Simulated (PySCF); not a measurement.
³³S chemical shifts

Rapidly exchanging positions averaged, single conformer, non-relativistic, isolated molecule. GFN2-xTB geometry; GIAO PBE0/pcSseg-1 shieldings; PySCF 2.14.

Shieldings were converted by a linear fit to measured shifts: ³³S (scatter 33.3 ppm rms vs sulfate, solution or neat liquid). Occasional misses reach two or three times the rms, and more in compound classes unlike the fitted ones.

Give the ³³S shifts of `C=CCCCS`, `SC1CCCC1`, `C[C@@H]1CCCSS1`, `C=CCCSC`, `C[C@H]1CCSCS1`, `C[C@H]1CCSCS1`.

## Answers


| compound | environment | δ (ppm) |
| --- | --- | --- |
| C=CCCCS | thiol sulfur | -392 |
| SC1CCCC1 | thiol sulfur | -352 |
| [CH3:1][C@@H:2]1[CH2:3][CH2:4][CH2:5][S:6][S:7]1 | S7: disulfide sulfur | -222 |
| [CH3:1][C@@H:2]1[CH2:3][CH2:4][CH2:5][S:6][S:7]1 | S6: disulfide sulfur | -322 |
| C=CCCSC | sulfide sulfur | -346 |
| [CH3:1][C@H:2]1[CH2:3][CH2:4][S:5][CH2:6][S:7]1 | S7: sulfide sulfur | -238 |
| [CH3:1][C@H:2]1[CH2:3][CH2:4][S:5][CH2:6][S:7]1 | S5: sulfide sulfur | -285 |
| [CH3:1][C@H:2]1[CH2:3][CH2:4][S:5][CH2:6][S:7]1 | S7: sulfide sulfur | -238 |
| [CH3:1][C@H:2]1[CH2:3][CH2:4][S:5][CH2:6][S:7]1 | S5: sulfide sulfur | -285 |
